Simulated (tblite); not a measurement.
Run record: tight-binding relaxation, `C1[C@H](C(C)=C)[GeH2][CH2]C1`.

Computed with GFN2-xTB geometry optimisation, gas phase (tblite 0.8.0). Start geometry: from a force field or distance geometry. A driver script takes a list of jobs; this job's settings line and coordinates (Å) are shown.

Command:
```bash
OMP_NUM_THREADS=1 python probes_run.py task.json out
```

Input:
```
{"job": {"kind": "relax", "xc": "GFN2-xTB", "basis": "xTB"}, "charge": 0, "multiplicity": 1}
C     -2.680800    -0.763100    -0.356000
C     -1.626000    -0.020000    -0.021500
C     -1.812200     1.430800     0.320300
C     -0.242600    -0.650600     0.008100
C      0.718600    -0.039700    -1.000500
C      2.162200    -0.273300    -0.551400
C      2.298600     0.082100     0.929100
Ge     0.632300    -0.447200     1.737900
H     -3.676100    -0.321500    -0.386200
H     -2.595800    -1.812400    -0.604800
H     -2.514000     1.531000     1.180100
H     -0.867700     1.926400     0.580700
H     -2.262400     1.961900    -0.548500
H     -0.296400    -1.753000    -0.180700
H      0.554800    -0.484400    -2.006900
H      0.552900     1.058500    -1.087000
H      2.870300     0.343900    -1.150400
H      2.423500    -1.350400    -0.694700
H      2.425300     1.178500     1.061900
H      3.154900    -0.457400     1.405600
H      0.743600    -1.809800     2.462400
H      0.026300     0.688900     2.599700
```

Output:
```
step      E/eV     max force
  0    -653.15448    1.332
  1    -653.27567    0.509
  2    -653.31455    0.510
  3    -653.33926    0.394
  4    -653.36137    0.432
  5    -653.38096    0.293
  6    -653.39536    0.408
  7    -653.40995    0.385
  8    -653.42026    0.262
  9    -653.42548    0.128
... (123 lines left out)
133    -653.48574    0.013
134    -653.48579    0.016
135    -653.48584    0.020
136    -653.48589    0.018
137    -653.48594    0.016
138    -653.48598    0.013
139    -653.48603    0.014
140    -653.48608    0.012
141    -653.48612    0.010
142    -653.48616    0.009
```

«max force» is the largest atomic force in eV/Å.

Task: From which step on does the largest force stay under 0.1 eV/Å, and how much energy is left to gain from there?

Result: From step 77 (0.078 eV/Å), 14.1 meV above the end.

Summary of the converged run: energy lowered by 7.6 kcal/mol over 142 steps; largest atomic force 0.009 eV/Å at the end.

Task: Give the final coordinates.

Result: 0.314 Å rms from the input after alignment:
```
atom  x, y, z in Å
C1    -2.7110   -0.8671   -0.1761
C2    -1.6684   -0.0608   -0.0331
C3    -1.8389    1.4178    0.1426
C4    -0.2717   -0.5839   -0.0130
C5     0.7102    0.1480   -0.9355
C6     2.1325   -0.2720   -0.5724
C7     2.3758    0.0399    0.9048
Ge8    0.6638   -0.4893    1.7611
H9    -3.7221   -0.4961   -0.1644
H10   -2.5961   -1.9298   -0.3100
H11   -2.8588    1.6555    0.4332
H12   -1.1569    1.7896    0.9084
H13   -1.6223    1.9387   -0.7899
H14   -0.2903   -1.6400   -0.3022
H15    0.4930   -0.0787   -1.9816
H16    0.6211    1.2268   -0.7973
H17    2.8596    0.2378   -1.2084
H18    2.2380   -1.3473   -0.7393
H19    2.5486    1.1089    1.0378
H20    3.2520   -0.4825    1.2837
H21    0.7059   -1.8065    2.4937
H22    0.1257    0.5103    2.7552
```

On Arm Neoverse N1, one thread, shared host with 64 logical CPUs at a one-minute load of 61, this took 2.0 s of wall time.
Labels such as C1 count atoms from 1, the log's own numbers from 0.
